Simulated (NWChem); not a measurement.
System: CH₅CuO₂; SMILES C[O][Cu]<-[OH2]

Output (shortened):

```
             Northwest Computational Chemistry Package (NWChem) 7.3.0
             --------------------------------------------------------

 CS  symmetry detected

                             Geometry "geometry" -> ""
                             -------------------------

 Output coordinates in angstroms (scale by  1.889725989 to convert to a.u.)

  No.       Tag          Charge          X              Y              Z
 ---- ---------------- ---------- -------------- -------------- --------------
    1 Cu                  29.0000     0.08140699    -0.35681257     0.00000000
    2 O                    8.0000     0.48996341     1.31703683     0.00000000
    3 C                    6.0000    -0.42684918     2.35522605     0.00000000
    4 H                    1.0000    -1.07722114     2.34180495     0.88883003
    5 H                    1.0000     0.12386361     3.30537505     0.00000000
    6 H                    1.0000    -1.07722114     2.34180495    -0.88883003
    7 O                    8.0000    -0.26591777    -2.17356534     0.00000000
    8 H                    1.0000     0.21925297    -2.46027426     0.79003682
    9 H                    1.0000     0.21925297    -2.46027426    -0.79003682

 Effective nuclear repulsion energy (a.u.)     263.6967144037

      Symmetry information
      --------------------

 Group name             Cs
 Group number              2
 Group order               2
 No. of unique centers     7

                                Z-matrix (autoz)
                                --------

 Units are Angstrom for bonds and degrees for angles

[...]

      ----------------------
      Optimization converged
      ----------------------

  Step       Energy      Delta E   Gmax     Grms     Xrms     Xmax
  ---- ---------------- -------- -------- -------- -------- --------
@    8   -1831.24097884 -2.4D-07  0.00004  0.00001  0.00059  0.00146
                                     ok       ok       ok       ok

                                Z-matrix (autoz)
                                --------

 Units are Angstrom for bonds and degrees for angles

      Type          Name      I     J     K     L     M      Value     Gradient
      ----------- --------  ----- ----- ----- ----- ----- ---------- ----------
    1 Stretch                  1     2                       1.77805   -0.00001
    2 Stretch                  1     7                       1.94191    0.00001
    3 Stretch                  2     3                       1.37286   -0.00003
    4 Stretch                  3     4                       1.11668    0.00003
    5 Stretch                  3     5                       1.11324    0.00004
    6 Stretch                  3     6                       1.11668    0.00003
    7 Stretch                  7     8                       0.96589   -0.00000
    8 Stretch                  7     9                       0.96589   -0.00000
    9 Bend                     1     2     3               123.73602   -0.00001
   10 Bend                     1     7     8               114.30640    0.00000
   11 Bend                     1     7     9               114.30640    0.00000
   12 Bend                     2     7     8               113.06004    0.00000
   13 Bend                     2     7     9               113.06004    0.00000
   14 Bend                     2     3     4               114.82302    0.00001
   15 Bend                     2     3     5               110.33600    0.00001
   16 Bend                     2     3     6               114.82302    0.00001
   17 Bend                     4     3     5               105.27856   -0.00001
   18 Bend                     4     3     6               105.43994   -0.00000
   19 Bend                     5     3     6               105.27856   -0.00001
   20 Bend                     7     2     3               126.52293   -0.00001
   21 Bend                     8     7     9               106.07731   -0.00000
   22 Torsion                  1     2     3     4          61.24471    0.00000
   23 Torsion                  1     2     3     5         180.00000    0.00000
   24 Torsion                  1     2     3     6         -61.24471   -0.00000
   25 Torsion                  3     2     7     8        -119.72288    0.00000
   26 Torsion                  3     2     7     9         119.72288   -0.00000
   27 Torsion                  2     3     1     7         180.00000    0.00000
   28 Torsion                  2     1     8     7        -168.25974   -0.00000
   29 Torsion                  2     1     9     7         168.25974    0.00000

                         Geometry "geometry" -> "geometry"
                         ---------------------------------

 Output coordinates in angstroms (scale by  1.889725989 to convert to a.u.)

[...]
```

Level: PBE0/def2-SVP. Not confirmed as a minimum by frequencies.

Reconstruct the input file.

One answer among several that fit: the input that was run:
```
start job
memory heap 200 mb stack 900 mb global 1100 mb
geometry units angstroms
  Cu    -0.171719     0.139604     0.229471
  O      1.251463    -0.555710    -0.448601
  C      1.347634    -1.068013    -1.731831
  H      1.148962    -0.308794    -2.503586
  H      2.369564    -1.441290    -1.881471
  H      0.653284    -1.906765    -1.902860
  O     -1.651854     0.900773     1.036346
  H     -1.301935     1.769346     1.294441
  H     -1.742519     0.348989     1.828396
end
basis spherical
  * library def2-svp
end
dft
  xc pbe0
  iterations 150
end
driver
  maxiter 120
end
task dft optimize
```
